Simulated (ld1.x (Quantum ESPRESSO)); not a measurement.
Which change was made? (Rh, PAW)

```
Element                 : rhodium
Generator               : ld1.x (Quantum ESPRESSO) 7.5
Type                    : PAW
Functional              : PBE
Relativity              : scalar-relativistic
Frozen core             : [Kr]
Valence charge          : 9
Reference configuration : 4d8 5s0.5 5p0 (charge +0.5)
Partial waves           : 5s (bound): rcut 2.55, rcutus 3.00 bohr; 5s channel at -0.2 Ry: rcut 2.55, rcutus 3.00 bohr; 5p (bound, empty): rcut 2.50, rcutus 2.85 bohr; 5p channel at 0.6 Ry: rcut 2.50, rcutus 2.85 bohr; 4d (bound): rcut 1.30, rcutus 1.50 bohr; 4d channel at 0.05 Ry: rcut 1.30, rcutus 1.50 bohr; 4f channel at 0.2 Ry: rcut 2.25, rcutus 2.80 bohr
Local potential         : all-electron potential smoothed inside 1.50 bohr (lloc = -1)
Core correction         : Bessel-smoothed model core, default radius (core density twice the valence density)
Augmentation charge     : BESSEL, radius 1.10 bohr
```

Cutoffs, loose and tight: the cutoffs (Ry, on a coarse ladder) from which the occupation-weighted sum of valence levels, in a spherical-Bessel basis at the reference potential, stays within 10 and 1 mRy of its value at 400 Ry. They do not see the model core or the augmentation charge, which bear on the density cutoff. Test errors are all-electron minus pseudo excitation energies from the reference, over the configurations 4d8 5s1 5p0; 4d8 5s0 5p0; 4d7 5s0 5p0; 4d7 5s1 5p0; 4d7 5s1 5p1; 4d8 5s0 5p1; 4d8.5 5s0.5 5p0; variants that change the core or the reference have their own tests. The largest error is taken over the tests solved by every variant that gives reliable tests at all, those not shown here included: 4d7 5s0 5p0; 4d8 5s0 5p0; 4d8 5s1 5p0.

The base gives: outcome: generated; cutoff, loose: 50 Ry; cutoff, tight: 80 Ry; bound ghosts: s, p; largest test error (meV): -46.

Q: After one change the result is: outcome: failed: new_paw_hamiltonian: negative rho. Which change was it?
A. all radii but the core radius scaled by about 0.88 (s 2.64, p 2.50, d 1.32, f 2.46 bohr, rcut 2.24/2.20/1.14/1.98); local potential all-electron potential smoothed inside 1.32 bohr (lloc = -1); augmentation BESSEL, radius 0.96 bohr
B. all radii but the core radius scaled by about 1.24 (s 3.72, p 3.54, d 1.86, f 3.48 bohr, rcut 3.16/3.10/1.62/2.80); local potential all-electron potential smoothed inside 1.86 bohr (lloc = -1); augmentation BESSEL, radius 1.36 bohr
C. all radii but the core radius scaled by about 1.39 (s 4.16, p 3.94, d 2.08, f 3.88 bohr, rcut 3.52/3.46/1.80/3.12); local potential all-electron potential smoothed inside 2.08 bohr (lloc = -1); augmentation BESSEL, radius 1.52 bohr

A: A. The others give: all radii but the core radius scaled by about 1.39 (s 4.16, p 3.94, d 2.08, f 3.88 bohr, rcut 3.52/3.46/1.80/3.12); local potential all-electron potential smoothed inside 2.08 bohr (lloc = -1); augmentation BESSEL, radius 1.52 bohr → outcome: generated, overlap not positive; bound ghosts: not determined (overlap not positive); largest test error (meV): -75 | all radii but the core radius scaled by about 1.24 (s 3.72, p 3.54, d 1.86, f 3.48 bohr, rcut 3.16/3.10/1.62/2.80); local potential all-electron potential smoothed inside 1.86 bohr (lloc = -1); augmentation BESSEL, radius 1.36 bohr → outcome: generated; cutoff, loose: 30 Ry; cutoff, tight: 50 Ry; bound ghosts: s; largest test error (meV): -68. A file whose overlap is not positive is unfit for use, and its test errors describe a broken file.
